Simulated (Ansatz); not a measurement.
`N[SiH2]CF` + H₂ → `FC[SiH3]` + NH₃ at 400 K and 1 bar (hydrogenolysis of the Si–N bond).

Isolated molecules relaxed with PBE0-D4/def2-TZVP in Ansatz; ΔE leaves out vibrations. CBS: MP2 limit from def2 TZ/QZ plus the TZ coupled-cluster correction, frozen cores. This one scheme is used for every species. Each species was taken in one conformer, which may not be the lowest.

```tsv
species	CCSD(T)/CBS energy (Eh)	H − E (kJ/mol)	S (J/(mol·K))
`N[SiH2]CF`	-485.25003	221.1	357.8
H₂	-1.17544	38.0	139.0
`FC[SiH3]`	-429.90570	165.5	311.5
NH₃	-56.50880	104.2	203.1
```

H − E and S are ideal-gas, rigid-rotor, harmonic terms from PBE0-D4/def2-TZVP, for one conformer and one mirror image of each species. The MP2-based limit puts H₂ 0.8 mEh under its directly extrapolated value; such offsets cancel only in part. 1 Eh = 2625.50 kJ/mol, R = 8.31446 J/(mol·K).

Problem. By hand: ΔE, ΔH, ΔS and ΔG.

Solution. ΔE = (-429.90570) + (-56.50880) − (-485.25003) − (-1.17544) = 0.01097 Eh = 28.8 kJ/mol. Δ(H − E) = 165.5 + 104.2 − 221.1 − 38.0 = 10.6, so ΔH = 39.4 kJ/mol. ΔS = 311.5 + 203.1 − 357.8 − 139.0 = 17.8 J/(mol·K). ΔG = 39.4 − 400 × (17.8)/1000 = 32.3 kJ/mol.

Problem. By hand: the equilibrium constant, and the temperature at which ΔG would vanish if ΔH and ΔS stayed fixed.

Solution. log₁₀ K = −ΔG/(RT ln 10) = -4.2. ΔG = 0 at ΔH/ΔS = 2213 K, though so small a ΔS makes that figure unsure.

ΔH outweighs TΔS. A doubt of 5 kJ/mol in ΔE shifts log₁₀ K by 0.7 here. Other conformers and mirror images would add mixing entropy, several J/(mol·K) or more a flexible species. These are equilibria of isolated gas molecules and say nothing of rates. Largest T1 diagnostic: 0.011 (customary marks: 0.02 for closed shells, 0.045 for open ones).
